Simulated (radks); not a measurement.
Problem. Ionisation ladder of osmium, from Os I to Os X. Each ion is in the ground configuration listed by NIST, and IE = E(next ion) - E(this ion). Method: Dirac Kohn-Sham, PBE, spin-unpolarised, spherical densities, finite nucleus; open shells are shared between the two j in proportion to 2j + 1; Fermi nuclear charge, rms radius 5.4126 fm; computed with a radial shooting solver on a logarithmic mesh with Libxc functionals.

species           configuration  IE, Delta-SCF (eV)  -e(HOMO) (eV)   HOMO  <r> HOMO (bohr)
Os I          [Xe] 4f14 5d6 6s2                   ?          5.857  5d5/2             1.85
Os II         [Xe] 4f14 5d6 6s1              16.913         13.138  6s1/2             2.78
Os III            [Xe] 4f14 5d6              28.840         22.464  5d5/2             1.72
Os IV             [Xe] 4f14 5d5                   ?         34.453  5d5/2             1.63
Os V              [Xe] 4f14 5d4                   ?         47.555  5d5/2             1.55
Os VI             [Xe] 4f14 5d3              69.601         61.594  5d5/2             1.49
Os VII            [Xe] 4f14 5d2                   ?         76.443  5d5/2             1.44
Os VIII           [Xe] 4f14 5d1              100.82         92.008  5d5/2             1.40
Os IX                 [Xe] 4f14              172.91         158.22  5p3/2             1.12
Os X     [Kr] 4d10 4f14 5s2 5p5              193.24         178.14  5p3/2             1.10

Estimate the withheld Delta-SCF values.

Solution. Os I: 9.581 eV (NIST 8.438); Os IV: 41.456 eV (NIST 41); Os V: 55.093 eV (NIST 55); Os VII: 84.872 eV (NIST 85).

Beside tabulated values, note that spin-unpolarised runs miss the spin-polarisation part of the exchange energy of open shells.
